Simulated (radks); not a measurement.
Q: Radial electron density D(r) = 4 pi r^2 rho(r) of an atom or ion with 9 electrons. Method: scalar-relativistic Kohn-Sham, LDA (Slater exchange, VWN5 correlation), spin-polarised, spherical densities, finite nucleus; Fermi nuclear charge, rms radius of each element as measured or else 0.836 A^(1/3) + 0.57 fm; computed with a radial shooting solver on a logarithmic mesh with Libxc functionals.

```
   r/bohr * D(r) (the largest magnitude, 10.9, reaches the edge; | marks zero)
  0.01562 |      *
  0.01733 |       *
  0.01923 |         *
  0.02134 |           *
  0.02368 |             *
  0.02628 |               *
  0.02916 |                  *
  0.03235 |                     *
   0.0359 |                        *
  0.03983 |                           *
   0.0442 |                               *
  0.04904 |                                   *
  0.05441 |                                       *
   0.0599 |                                          *
  0.06646 |                                              *
  0.07375 |                                                 *
  0.08183 |                                                   *
   0.0908 |                                                     *
   0.1007 |                                                      *
   0.1118 |                                                      *
    0.124 |                                                     *
   0.1376 |                                                  *
   0.1527 |                                               *
   0.1695 |                                           *
    0.188 |                                      *
   0.2086 |                                  *
   0.2315 |                              *
   0.2569 |                           *
    0.285 |                          *
   0.3138 |                         *
   0.3482 |                          *
   0.3863 |                            *
   0.4286 |                              *
   0.4756 |                                 *
   0.5278 |                                    *
   0.5856 |                                     *
   0.6498 |                                     *
    0.721 |                                    *
      0.8 |                                  *
   0.8877 |                              *
    0.985 |                         *
    1.093 |                     *
    1.213 |                *
    1.346 |            *
    1.493 |        *
    1.644 |     *
    1.824 |   *
    2.024 | *
    2.245 |*
    2.491 |*
    2.765 *
    3.068 *
    3.404 *
```

What is the nuclear charge?

A: Z = 10. The innermost maximum, from 1s, lies near gamma/Z bohr with gamma = sqrt(1 - (Z/c)^2) = 0.997, here 0.0997 bohr (found: 0.104), and its height grows with Z. The density is that of the neon ion Ne+ in [He] 2s2 2p5; the configuration itself is not fixed sharply by these data. D(r) has 2 maxima, at r = 0.104, 0.629 bohr, and minima at 0.309 bohr, inside which lie 2.21 electrons.
